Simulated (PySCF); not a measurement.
# Worked example: chemical shift, span and skew from a shielding tensor

C₆H₆O, SMILES C1=CC=COC=C1. Atoms are numbered in the order given.

```xyz
13

C      1.4423     0.1504     0.6847
C      1.4423     0.1504    -0.6847
C      0.3090    -0.2428    -1.5058
C     -0.9926    -0.1285    -1.1445
O     -1.4081     0.5416     0.0000
C     -0.9926    -0.1285     1.1445
C      0.3090    -0.2428     1.5058
H      2.3902     0.3620     1.2062
H      2.3902     0.3620    -1.2062
H      0.5112    -0.6954    -2.4906
H     -1.8213    -0.5075    -1.7695
H     -1.8213    -0.5075     1.7695
H      0.5112    -0.6954     2.4906
```

The structure is a stationary point at PBE-D3(BJ)/def2-SVP.

GIAO shieldings from B3LYP/pcSseg-1 run with PySCF, non-relativistic, no solvent. The symmetric part of the tensor of C3 has the principal values -63.3, 77.7, 139.6 ppm. The same nucleus in TMS has σ = 181.3 ppm at this level (PySCF, at its B3LYP-D3(BJ)/def2-TZVP geometry).

Problem. Work out the isotropic shielding, the ¹³C shift against TMS, the span and the skew.

Solution. 
σ(iso) = (σ11 + σ22 + σ33)/3 = 51.3 ppm. δ = σ(ref) − σ(iso) = 181.3 − (51.3) = 130.0 ppm.
Span Ω = σ33 − σ11 = 202.9 ppm. Skew κ = 3(σ(iso) − σ22)/Ω = -0.39. Tumbling in solution averages the tensor to δ; in a static solid the shielding alone would spread this spin-1/2 line over Ω.
